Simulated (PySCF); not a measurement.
How methods differ on the excitation energy of Ge²⁺

Ge²⁺ [Ar] 3d10 4s2 (1S) → Ge²⁺ [Ar] 3d10 4s1 4p1 (3P), as a difference of total energies. All numbers are calculated (PySCF 2.14, no relativity, point nucleus, in dyall-av2z (16s12p8d, 92 functions)). Correlated levels: valence: [Ar] 3d10 frozen; virtual orbitals above 40 to 60 times the deepest correlated orbital energy dropped. The calculations carry no spin-orbit coupling.

```
           method  excitation energy (eV)
              UHF                   6.076
              LDA                   8.075
              PBE                   7.812
             PBE0                   7.450
           r2SCAN                   7.244
             BP86                   7.830
           B2PLYP                   7.477
           PBEsol                   7.721
          LC-wPBE                   7.248
    MP2 (valence)                   6.766
SCS-MP2 (valence)                   6.956
```

Task: How much does correlation contribute at MP2 (valence)?

Result: 6.766 − (6.076) = 0.690 eV, measured against UHF.

A first-order spin-orbit estimate (lowest level to lowest level, LS coupling) adds -0.159 eV.
